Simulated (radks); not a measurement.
Valence configurations of Dy+ (all share [Xe]). All-electron calculation, scalar-relativistic Kohn-Sham, r2SCAN, spin-polarised, spherical densities, finite nucleus; open shells are filled with parallel spins first (spin-orbit coupling, left out, can overturn this in heavy ions); meta-GGA in the generalised Kohn-Sham scheme; Fermi nuclear charge, rms radius 5.2218 fm. Program: a radial shooting solver on a logarithmic mesh with Libxc functionals. Energies are relative to 4f10 6s1; eigenvalues in eV for spin up.

| valence | E (eV) | moment (Bohr magnetons) | e(4f) | e(5d) | e(6p) | e(6s) |
|---|---|---|---|---|---|---|
| 4f10 6s1 | 0.000 | 5 | -10.962 | - | - | -9.371 |
| 4f11 | 4.006 | 3 | -5.130 | - | - | - |
| 4f9.5 6s1.5 | 0.262 | 5 | -15.358 | - | - | -10.049 |
| 4f9 6s2 | 1.793 | 5 | -20.139 | - | - | -10.640 |
| 4f10 6s0.5 6p0.5 | 1.806 | 5 | -11.621 | - | -6.099 | -9.578 |
| 4f10 5d1 | 2.219 | 5 | -9.218 | -5.936 | - | - |
| 4f9 6s1 6p1 | 4.575 | 7 | -21.169 | - | -7.602 | -11.902 |
| 4f9 5d1 6s0.5 6p0.5 | 3.611 | 7 | -18.225 | -9.243 | -6.505 | -10.466 |
| 4f10 6p1 | 3.504 | 5 | -12.277 | - | -6.394 | - |
| 4f9 5d1 6s1 | 1.579 | 7 | -17.552 | -8.772 | - | -10.271 |

NIST lists [Xe] 4f10 6s1 as the ground configuration; this level of theory agrees among the configurations tried. The energies are those of spherical high-spin densities, not of single terms.
